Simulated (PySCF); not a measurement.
**Molecular orbitals of TaF**

PBE0 at R = 1.814 Å; basis Ta def2-TZVPP with ECP60, F def2-TZVPP; scalar-relativistic core potentials; PySCF 2.14. State: ⁵Π (quintet), unpaired electrons σ ↑, π ↑, δ ↑↑, a second solution, started from another occupation. Only the outer orbitals are listed, counted within each symmetry, core potentials removing the inner ones.

```csv
spin,orbital,occ.,ε (eV),on Ta (%),main shells (%)
α,4σ,1,-31.67,11,89 F s
α,5σ,1,-12.74,15,"83 F p, 11 Ta d"
α,2π,1,-12.31,11,"89 F p, 9 Ta d"
α,2π,1,-12.11,11,"89 F p, 8 Ta d"
α,6σ,1,-6.25,100,"84 Ta s, 15 Ta d"
α,1δ,1,-5.08,100,100 Ta d
α,1δ,1,-5.06,100,97 Ta d
α,3π,1,-4.47,94,"82 Ta d, 12 Ta p"
α,3π,0,-1.88,96,"74 Ta d, 23 Ta p"
α,7σ,0,-1.27,95,"46 Ta d, 44 Ta p"
α,4π,0,-0.18,98,"77 Ta p, 20 Ta d"
β,1π,1,-38.28,100,100 Ta p
β,1π,1,-37.62,100,100 Ta p
β,4σ,1,-31.53,13,"87 F s, 9 Ta p"
β,5σ,1,-12.67,13,"85 F p, 9 Ta d"
β,2π,1,-12.13,8,92 F p
β,2π,1,-11.93,8,92 F p
β,6σ,0,-2.10,101,92 Ta s
β,3π,0,-0.22,96,"88 Ta d, 8 Ta p"
β,1δ,0,0.15,99,91 Ta d
```

Which are the highest filled and the lowest empty level, where do they sit, and how wide is the gap?

Highest filled α 3π at -4.47 eV (in %: 82 Ta d, 12 Ta p); lowest empty β 6σ at -2.10 eV (in %: 92 Ta s); the gap at PBE0 is 2.37 eV.

The bond order (Mayer) is 1.14. The ⟨S²⟩ is 6.004, the charge on Ta (Mulliken, basis-dependent) is 0.32 and the charge on Ta (Löwdin, basis-dependent) is -0.01. The dipole moment (positive dipole means Ta(−)F(+)) is -1.91 D.

Shares are Mulliken populations and can fall outside 0 to 100 %.

Spin–orbit coupling is left out.
